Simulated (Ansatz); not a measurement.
Relaxation of C2H6BFOSe (12 atoms, charge 0, multiplicity 1), to a largest force component of 0.015 eV/Å in at most 40 steps.

Method: RKS B3LYP/def2-SVP (Ansatz).

```xyz
12
Properties=species:S:1:pos:R:3
B 0.067 -2.640 -0.702
Se 0.043 -0.748 -1.514
C 0.773 -1.346 -3.228
F 1.971 -1.767 -3.057
O 0.741 -0.280 -4.143
C -0.507 -0.190 -4.819
H -0.921 -3.264 -0.809
H 0.998 -2.979 -0.129
H 0.153 -2.256 -3.639
H -1.343 -0.115 -4.097
H -0.499 0.686 -5.468
H -0.692 -1.091 -5.483
```

Q: Where does it end, and by what steps?

A: It converged. After 30 steps the energy has fallen by 1.305 eV; H8 moved furthest, 1.65 Å.

```json
{"step": "0", "energy less start (eV)": "0.0000", "largest force component (eV/Å)": "3.468", "accepted": "yes"}
{"step": "2", "energy less start (eV)": "-0.3801", "largest force component (eV/Å)": "0.870", "accepted": "yes"}
{"step": "4", "energy less start (eV)": "-0.7057", "largest force component (eV/Å)": "0.820", "accepted": "yes"}
{"step": "6", "energy less start (eV)": "-1.0752", "largest force component (eV/Å)": "0.438", "accepted": "yes"}
{"step": "8", "energy less start (eV)": "-1.2400", "largest force component (eV/Å)": "0.234", "accepted": "yes"}
{"step": "10", "energy less start (eV)": "-1.2606", "largest force component (eV/Å)": "0.240", "accepted": "no"}
{"step": "12", "energy less start (eV)": "-1.2800", "largest force component (eV/Å)": "0.077", "accepted": "yes"}
{"step": "14", "energy less start (eV)": "-1.2847", "largest force component (eV/Å)": "0.182", "accepted": "yes"}
{"step": "16", "energy less start (eV)": "-1.2909", "largest force component (eV/Å)": "0.117", "accepted": "yes"}
{"step": "18", "energy less start (eV)": "-1.2957", "largest force component (eV/Å)": "0.160", "accepted": "yes"}
{"step": "20", "energy less start (eV)": "-1.3002", "largest force component (eV/Å)": "0.204", "accepted": "yes"}
{"step": "22", "energy less start (eV)": "-1.2880", "largest force component (eV/Å)": "0.320", "accepted": "no"}
{"step": "24", "energy less start (eV)": "-1.3023", "largest force component (eV/Å)": "0.070", "accepted": "no"}
{"step": "26", "energy less start (eV)": "-1.3044", "largest force component (eV/Å)": "0.021", "accepted": "yes"}
{"step": "28", "energy less start (eV)": "-1.3047", "largest force component (eV/Å)": "0.048", "accepted": "yes"}
{"step": "30", "energy less start (eV)": "-1.3048", "largest force component (eV/Å)": "0.013", "accepted": "yes"}
```

```xyz
12
Properties=species:S:1:pos:R:3
B -0.176 -2.377 -0.903
Se 0.907 -0.936 -1.504
C 1.119 -1.445 -3.465
F 2.430 -1.673 -3.688
O 0.730 -0.448 -4.304
C -0.663 -0.312 -4.503
H -0.523 -3.239 -1.670
H -0.492 -2.381 0.257
H 0.544 -2.382 -3.602
H -1.178 -0.017 -3.572
H -0.803 0.475 -5.256
H -1.111 -1.253 -4.875
```

Time of the run: 2.3 min on 2 threads of Arm Neoverse V2, with other jobs on the host, peak memory 0.36 GiB.
